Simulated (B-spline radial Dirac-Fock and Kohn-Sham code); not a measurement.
## Auger parameter of thulium: the M5 level and its strongest M5-NN line

Model: multi-electron Dirac-Fock with separately optimised hole states, Breit and Lamb-shift corrections added in first order. Program: a radial finite-basis atomic code. The modified Auger parameter α′ is the binding energy plus the kinetic energy of the Auger electron; it does not depend on the energy zero. For free ions it tends to fall with charge, since less charge screens the final holes.

| species | configuration | binding 3d5/2 (eV) | Auger line | kinetic (eV) | α′ (eV) |
| --- | --- | --- | --- | --- | --- |
| Tm | [Xe] 4f13 6s2 | 1468.4 | N5N5 J=4 | 1082.8 | 2551.3 |
| Tm | [Xe] 4f11 5d2 6s2 | 1488.6 | N5N5 J=4 | 1068.2 | 2556.8 |
| Tm⁺ | [Xe] 4f13 6s1 | 1475.7 | N5N5 J=4 | 1074.2 | 2549.9 |
| Tm⁺ (Watson 1.8 Å) | [Xe] 4f13 6s1 | 1468.4 | N5N5 J=4 | 1081.9 | 2550.3 |
| Tm²⁺ | [Xe] 4f13 | 1484.1 | N5N5 J=4 | 1064.7 | 2548.7 |
| Tm²⁺ (Watson 2.7 Å) | [Xe] 4f13 | 1473.4 | N5N5 J=4 | 1075.3 | 2548.7 |
| Tm³⁺ | [Xe] 4f12 | 1506.7 | N5N5 J=4 | 1043.0 | 2549.6 |
| Tm³⁺ | [Xe] 4f10 6s2 | 1537.5 | N5N5 J=4 | 1019.5 | 2557.0 |
| Tm³⁺ (Watson 2 Å) | [Xe] 4f12 | 1485.1 | N5N5 J=4 | 1064.6 | 2549.6 |
| Tm⁴⁺ | [Xe] 4f11 | 1532.0 | N5N5 J=4 | 1020.0 | 2552.0 |
| Tm⁵⁺ | [Kr] 4d10 4f11 5s2 5p5 | 1550.5 | N5N5 J=4 | 1000.9 | 2551.4 |
| Tm⁶⁺ | [Kr] 4d10 4f11 5s2 5p4 | 1569.8 | N5N5 J=4 | 981.3 | 2551.1 |
| Tm⁷⁺ | [Kr] 4d10 4f11 5s2 5p3 | 1589.9 | N5N5 J=4 | 961.1 | 2550.9 |

Values without a named source are computed, but for edge energies of neutral atoms, which are taken from tables.
